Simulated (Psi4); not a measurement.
Psi4 input (wB97X-D/6-31G*):

```
memory 1500 MB

molecule {
1 2
Al   -0.00121500   -0.01498400    1.29421700
Al    0.00121500    0.01498400   -1.29421700
H     1.34717400   -0.03150200    2.13754500
H    -1.35118500   -0.01796600    2.13516800
H     0.00875900    1.37382400   -2.12073100
H    -0.00474800   -1.32435600   -2.15198200
symmetry c1
no_reorient
no_com
}

set {
  basis 6-31G*
  reference uks
  scf_type pk
  dft_radial_points 99
  dft_spherical_points 590
  e_convergence 1e-8
  d_convergence 1e-7
  maxiter 150
}

e = energy('wb97x-d')
print_out(f'\nFINAL {e:.10f} DIPOLE {variable("CURRENT DIPOLE")[0]:.6f} {variable("CURRENT DIPOLE")[1]:.6f} {variable("CURRENT DIPOLE")[2]:.6f}\n')
```

From the output:

```
       4A     -4.499760     5A     -3.043168     6A     -3.043168
       7A     -3.036910     8A     -3.036283     9A     -3.033759
      10A     -3.033759    11A     -0.726958    12A     -0.671047
      13A     -0.584636    14A     -0.584636

    Beta Virtual:

      15A     -0.345258    16A     -0.211620    17A     -0.211620
      18A     -0.104305    19A     -0.030935    20A     -0.026112
      21A     -0.024286    22A     -0.024286    23A     -0.016366
      24A      0.050567    25A      0.061224    26A      0.061224
      27A      0.071264    28A      0.100085    29A      0.100085
      30A      0.171656    31A      0.291428    32A      0.334567
      33A      0.353585    34A      0.370421    35A      0.370421
      36A      0.443544    37A      0.463781    38A      0.487960
      39A      0.487960    40A      0.652511    41A      0.887757
      42A      0.904764    43A      1.015267    44A      1.015267
      45A      1.890689    46A      1.966046

    Final Occupation by Irrep:
              A
    DOCC [    14 ]
    SOCC [     1 ]
    NA   [    15 ]
    NB   [    14 ]

  @UKS Final Energy:  -486.83922764540785

   => Energetics <=

    Nuclear Repulsion Energy =             60.1578086748325518
    One-Electron Energy =                -788.9395167690020116
    Two-Electron Energy =                 269.6319665115829594
    DFT Exchange-Correlation Energy =     -27.6883798381967026
    Empirical Dispersion Energy =          -0.0011062246246106
    VV10 Nonlocal Energy =                  0.0000000000000000
    Total Energy =                       -486.8392276454078456

  UHF NO Occupations:
  HONO-2 :   13  A 1.9990717
  HONO-1 :   14  A 1.9989821
  HONO-0 :   15  A 1.0000000
  LUNO+0 :   16  A 0.0010179
  LUNO+1 :   17  A 0.0009283
  LUNO+2 :   18  A 0.0003679
  LUNO+3 :   19  A 0.0003679

Computation Completed

Properties will be evaluated at   0.000000,   0.000000,   0.000000 [a0]

Properties computed using the SCF density matrix

 Multipole Moments:

 ------------------------------------------------------------------------------------
     Multipole            Electronic (a.u.)      Nuclear  (a.u.)        Total (a.u.)
 ------------------------------------------------------------------------------------

 L = 1.  Multiply by 2.5417464519 to convert [e a0] to [Debye]
 Dipole X            :          0.0000000           -0.0000000            0.0000000
 Dipole Y            :         -0.0000000            0.0000000           -0.0000000
 Dipole Z            :         -0.0000003           -0.0000000           -0.0000003
 Magnitude           :                                                    0.0000004

 ------------------------------------------------------------------------------------

FINAL -486.8392276454 DIPOLE 0.000000 -0.000000 -0.000000

*** Psi4 exiting successfully. Buy a developer a beer!
```

The dipole moment of an ion depends on the origin.

The geometry given is a B3LYP-D3(BJ)/def2-TZVP minimum of the species of charge 0 and multiplicity 1, not of this state.
